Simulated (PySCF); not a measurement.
# Radial density of V (vanadium, neutral)

UHF, [Ar] 3d3 4s2, high-spin 4F determinant. All numbers are calculated (PySCF 2.14, the non-relativistic Hamiltonian (point nucleus), in pcseg-2 (6s4p3d2f1g, 56 functions)).

| r (bohr) | 4πr²ρ (e/bohr) | 4πr²(ρα − ρβ) |
| --- | --- | --- |
| 0.00130 | 0.1644 | 0.0000 |
| 0.00219 | 0.4467 | 0.0000 |
| 0.00369 | 1.179 | 0.0001 |
| 0.00620 | 2.973 | 0.0002 |
| 0.0104 | 6.925 | 0.0004 |
| 0.0175 | 14.14 | 0.0008 |
| 0.0295 | 23.25 | 0.0012 |
| 0.0496 | 27.22 | 0.0012 |
| 0.0835 | 22.02 | 0.0029 |
| 0.140 | 23.49 | 0.0267 |
| 0.236 | 29.21 | 0.1818 |
| 0.397 | 13.65 | 0.8145 |
| 0.668 | 10.59 | 1.9290 |
| 1.12 | 8.834 | 1.9470 |
| 1.89 | 2.026 | 0.8648 |
| 3.18 | 0.7644 | 0.1381 |
| 5.35 | 0.2054 | -0.0250 |
| 8.99 | 0.005754 | -0.0013 |

**Question.** Where is the radial spin density 4πr²(ρα − ρβ) most negative, and why is it negative at all?

**Answer.** Around r = 5.35 bohr, down to -0.0250 e/bohr: exchange with the open shell polarises the paired shells in an unrestricted calculation.
